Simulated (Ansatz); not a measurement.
Computed with Ansatz on PBE0-D4/def2-TZVP structures; ΔE is electronic, products minus reactants. CCSD(T)/CBS is the MP2 limit (def2-TZVPP, def2-QZVPP) plus CCSD(T) − MP2 in def2-TZVPP, frozen cores. This one scheme is used for every species, atoms too. DFT in def2-TZVPP. Open shells (•) are unrestricted, without spin–orbit coupling. Spin–orbit coupling would lower the free atoms: a little for B, C, F. One conformer a species, not always the lowest.

Reaction (atomization): `NC1(F)BN1` → B• + C• + F• + 4 H• + 2 N•

```tsv
level	ΔE (kJ/mol)
PBE0-D4	3447.4
B2PLYP	3380.9
revPBE	3391.8
BLYP	3425.1
HF/def2-SVP	2310.5
MP2/def2-SVP	3272.5
HF/def2-QZVPP	2267.0
CCSD/CBS(def2)	3319.3
```

**Question.** What does CCSD(T)/CBS give? (An estimate is asked.)

**Answer.** The calculation gave: +3388.4 kJ/mol. The listed levels differ from it by 59.0, -7.5, 3.4, 36.7, -1077.9, -115.9, -1121.4, -69.1 kJ/mol.

Largest T1 diagnostic among the species: 0.014.

The D4 term adds +22.7 kJ/mol with B3LYP and +11.7 kJ/mol with PBE0; it sums over pairs of atoms, weighted by their polarisabilities, and B3LYP, whose exchange is more repulsive, gets the larger term. In def2-TZVPP, CCSD(T) changes the Hartree–Fock value by +1014.5 kJ/mol (the triples alone add +69.2 kJ/mol) and MP2 by +1114.4 kJ/mol; breaking electron pairs costs correlation energy, which Hartree–Fock lacks.

B3LYP here is the variant with VWN-RPA as its local correlation; programs differ in this.

For atomizations the MP2-based limit and the directly extrapolated one differ by several kJ/mol either way, and by 10 to 25 for some Ge, Se and Sn compounds, so smaller differences from it don't rank the levels.
